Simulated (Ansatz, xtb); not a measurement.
## Two isomers of C3H8BBr

Structure a is `CCCBBr`, a singlet and structure b is `CCB(C)Br`, a singlet. Both are isolated molecules in the gas phase, relaxed with B3LYP/6-31G*; the shapes shown needn't be the lowest conformers.

a (Å):

```xyz
13

C    -0.4513   -0.0020   -2.7081
C     0.5057    0.5069   -1.6249
C    -0.0423    0.3164   -0.2032
B     0.7875    0.7717    1.0348
Br    2.5351    1.5946    0.9003
H    -1.4142    0.5225   -2.6664
H    -0.6543   -1.0737   -2.5878
H    -0.0339    0.1473   -3.7104
H     1.4705   -0.0084   -1.7141
H     0.7194    1.5702   -1.7922
H    -1.0258    0.8114   -0.1017
H    -0.2848   -0.7476   -0.0249
H     0.3883    0.6373    2.1495
```

b (Å):

```yaml
atoms:
  - { symbol: C, position_ang: [-1.1394, 0.4430, -0.9938] }
  - { symbol: C, position_ang: [1.5839, 0.9800, -1.0373] }
  - { symbol: C, position_ang: [2.2823, 0.0503, -0.0092] }
  - { symbol: B, position_ang: [0.2930, 0.2916, -1.6082] }
  - { symbol: Br, position_ang: [0.4915, -0.8510, -3.1914] }
  - { symbol: H, position_ang: [-1.7868, -0.4273, -1.1376] }
  - { symbol: H, position_ang: [-1.1095, 0.7049, 0.0714] }
  - { symbol: H, position_ang: [-1.6313, 1.2866, -1.5060] }
  - { symbol: H, position_ang: [2.2993, 1.2303, -1.8291] }
  - { symbol: H, position_ang: [1.3101, 1.9167, -0.5310] }
  - { symbol: H, position_ang: [1.6126, -0.2160, 0.8171] }
  - { symbol: H, position_ang: [3.1598, 0.5441, 0.4226] }
  - { symbol: H, position_ang: [2.6186, -0.8793, -0.4805] }
```

Quicker runs give these differences E(b) − E(a): GFN2-xTB +17.3 kJ/mol; HF/STO-3G −38.1 kJ/mol (at GFN2-xTB geometries); r2SCAN-D4/def2-SVP −51.8 kJ/mol (at GFN2-xTB geometries).

Task: Which of the two would you expect CCSD(T)/def2-SVP + ΔMP2/def2-TZVPP electronic energies to favour?

Result: Structure b; the calculation gives E(b) − E(a) = −46.6 kJ/mol.

How the difference moves with the method:

| level | geometry | E(b) − E(a) (kJ/mol) | departure from the last row (kJ/mol) | job, with rough time for the two |
| --- | --- | --- | --- | --- |
| GFN2-xTB | GFN2-xTB | +17.3 | +63.9 | optimisation, 0.97 s |
| HF/STO-3G | GFN2-xTB | −38.1 | +8.5 | single point, 1.8 s |
| r2SCAN-D4/def2-SVP | GFN2-xTB | −51.8 | −5.1 | single point, 9 s |
| B3LYP/6-31G* | B3LYP/6-31G* | −43.5 | +3.2 | optimisation, 3.5 min |
| HF/def2-SVP | B3LYP/6-31G* | −44.1 | +2.5 | part of the CCSD(T) run |
| MP2/def2-SVP | B3LYP/6-31G* | −46.0 | +0.7 | part of the CCSD(T) run |
| CCSD(T)/def2-SVP | B3LYP/6-31G* | −42.8 | +3.9 | single point |
| CCSD(T)/def2-SVP + ΔMP2/def2-TZVPP | B3LYP/6-31G* | −46.6 |  | single point, 2 min |

As drawn, b has 1 C–B, 1 C–H in place of 1 C–C, 1 B–H.

GFN2-xTB puts the two in the other order. The largest departure from CCSD(T)/def2-SVP + ΔMP2/def2-TZVPP is that of GFN2-xTB, 63.9 kJ/mol. The last row adds to CCSD(T) the change of the MP2 difference between the two basis sets, here −3.9 kJ/mol.

With harmonic frequencies from B3LYP/6-31G* (ideal gas, rigid rotor, one conformer each, 298.15 K, 1 atm): on the last row, ΔE + ΔZPE = −46.2 kJ/mol. A mode under 50 cm⁻¹ makes harmonic enthalpies and free energies unreliable, so none is given.

The correlated steps freeze 13 core orbitals; the filled d shell of Br is correlated, in a basis made for valence electrons. Programs: Ansatz 0.2.0, xtb 6.7.1; the last row on 2 threads of Intel(R) Xeon(R) Processor @ 2.50GHz (Skylake/Cascade Lake) on a shared host.
